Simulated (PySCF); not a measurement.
C₆H₁₃NO.
Z-matrix (Å and degrees, PBE0-D3(BJ)/def2-SVP geometry), rows numbered from 1:
```
C 
C   1  1.5203
C   2  1.5222  1  113.07
C   3  1.5252  2  114.06  1  -179.52
C   4  1.5284  3  111.81  2  -173.27
C   4  1.5264  3  109.81  2    66.48
N   6  1.3584  4  115.49  3  -134.99
O   6  1.2145  4  122.05  3    46.84
H   1  1.1005  2  111.70  3  -179.51
H   1  1.1021  2  111.32  3   -59.23
H   1  1.1014  2  111.05  3    60.34
H   2  1.1049  1  109.64  3   122.33
H   2  1.1035  1  109.36  3  -121.75
H   3  1.1029  2  109.48  1   -58.90
H   3  1.1038  2  109.71  1    58.11
H   4  1.1052  3  108.85  2   -52.92
H   5  1.1004  4  110.80  3    59.03
H   5  1.1007  4  111.61  3   179.61
H   5  1.1003  4  109.89  3   -60.72
H   7  1.0085  6  122.24  4     2.58
H   7  1.0117  6  118.47  4  -177.22
```

Computed, not measured: PySCF 2.14.0, density-fitted response routines, TDDFT wB97X-D/def2-SVPD, vertical, gas phase, core orbitals frozen in the response.

Frontier orbitals with the atoms that hold most of them (Löwdin shares over 4%, at most four atoms; ? is withheld):

```csv
orbital,ε (eV),atoms
LUMO+2,2.72,"C1 27%, H10 10%, H9 8%, H11 7%"
LUMO+1,2.47,"C6 35%, O8 24%, N7 15%, C4 5%"
LUMO,2.15,?
HOMO,?,?
HOMO-1,-9.86,"N7 45%, O8 36%, C6 11%"
HOMO-2,-10.95,"C2 20%, C3 18%, C1 13%, C4 10%"
HOMO-3,-11.02,"C2 23%, C3 20%, C1 11%, H12 10%"
```

**Question.** Which atoms hold the HOMO, and with what shares?

**Answer.** O8 (bonded to C) 65%; C6 (bonded to C, N and O) 11%; C4 (bonded to 3 C and H) 11%; N7 (bonded to C and 2 H) 6%. By element: oxygen 65%, carbon 22% or more, nitrogen 6%.

**Question.** Give the leading atoms of the LUMO.

**Answer.** H20 (bonded to N) 19%; H16 (bonded to C) 13%; N7 (bonded to C and 2 H) 11%; C5 (bonded to C and 3 H) 8%. By element: hydrogen 32% or more, nitrogen 11%, carbon 8% or more.

**Question.** What is the HOMO energy, and the HOMO–LUMO gap?

**Answer.** ε(HOMO) = -9.25 eV; the gap is 11.40 eV (0.4189 hartree).

**Question.** The HOMO–LUMO gap is 11.40 eV. Where does the response calculation put the lowest singlet, and from which orbitals?

**Answer.** S1 is at 5.75 eV (f = 0.0011), 5.65 eV below the gap, made of HOMO→LUMO+1 (89%). Its leading pair isn't HOMO and LUMO; the energies of that pair differ by 11.72 eV. Without the coupling terms of the response equations the lowest excitation would equal the gap.

**Question.** Give energy, strength and leading configuration of S1, S3 and S4, and follow the Löwdin shares of the leading atoms from the occupied to the empty orbital.

**Answer.** 
- S1 (5.75 eV, f 0.0011), HOMO→LUMO+1 (89%): O8 65% → 24%, C6 11% → 35%; low, almost dark, from the terminal oxygen into the C=O bond, the pattern of n→π*
- S3 (7.50 eV, f 0.013), HOMO-1→LUMO (77%): N7 45% → 11%, O8 36% → at most 9%, H20 at most 4% → 19%, H16 at most 4% → 13%
- S4 (7.77 eV, f 0.156), HOMO-1→LUMO+1 (71%): N7 45% → 15%, O8 36% → 24%, C6 11% → 35%

The run took 86 s wall on Arm Neoverse V1, one thread, no GPU, shared host with 32 logical CPUs at a one-minute load of 15, and the process peaked at 1.3 GiB of memory.

One conformer stands for the species.
